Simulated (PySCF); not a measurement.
Geometry:
```
atom   x (Å)   y (Å)   z (Å)
 Si1   0.168   0.278   0.343
  H2   0.159   0.239   1.843
  C3   1.943   0.260  -0.280
  H4   2.472  -0.644   0.057
  H5   2.499   1.138   0.085
  H6   1.970   0.278  -1.381
  C7  -0.702   1.835  -0.257
  H8  -0.164   2.740   0.069
  H9  -1.730   1.888   0.132
 H10  -0.754   1.852  -1.357
 C11  -0.747  -1.245  -0.255
 C12  -1.277  -2.168   0.557
 H13  -0.859  -1.396  -1.338
 H14  -1.206  -2.082   1.648
 H15  -1.806  -3.050   0.178
```

A single conformation, rapidly exchanging positions averaged, in vacuum, no relativistic terms. Shieldings: GIAO B3LYP/pcSseg-1; PBE0-D3(BJ)/def2-SVP structure; PySCF 2.14.0 with density-fitted response routines.

Chemical shifts δ = σref − σ; TMS for 13C (179.24 ppm), 1H (31.38 ppm), 29Si (337.86 ppm), all at this level.

```json
{"atoms": "H4/H5/H6/H8/H9/H10", "nucleus": "1H", "count": "6", "δ (ppm)": "?"}
{"atoms": "C3/C7", "nucleus": "13C", "count": "2", "δ (ppm)": "-2.0"}
{"atoms": "H14/H15", "nucleus": "1H", "count": "2", "δ (ppm)": "?"}
{"atoms": "H13", "nucleus": "1H", "count": "1", "δ (ppm)": "6.20"}
{"atoms": "C12", "nucleus": "13C", "count": "1", "δ (ppm)": "142.0"}
{"atoms": "Si1", "nucleus": "29Si", "count": "1", "δ (ppm)": "-12.1"}
{"atoms": "C11", "nucleus": "13C", "count": "1", "δ (ppm)": "147.5"}
{"atoms": "H2", "nucleus": "1H", "count": "1", "δ (ppm)": "4.20"}
```

Question: Complete the table.

Answer: 
- H14/H15: 6.09 ppm, hydrogen on a carbon bonded to C
- H4/H5/H6/H8/H9/H10: 0.16 ppm, hydrogen on a carbon bonded to Si

Shifts are as computed. Against solution values, carbons near 30 ppm lie about +2 ppm off and those near 130 ppm about +6 ppm. Of 1211 compounds with measured shifts, 218 miss one by over three times the rms of a fit or turn the order of signals round; such compounds aren't used in these exercises.
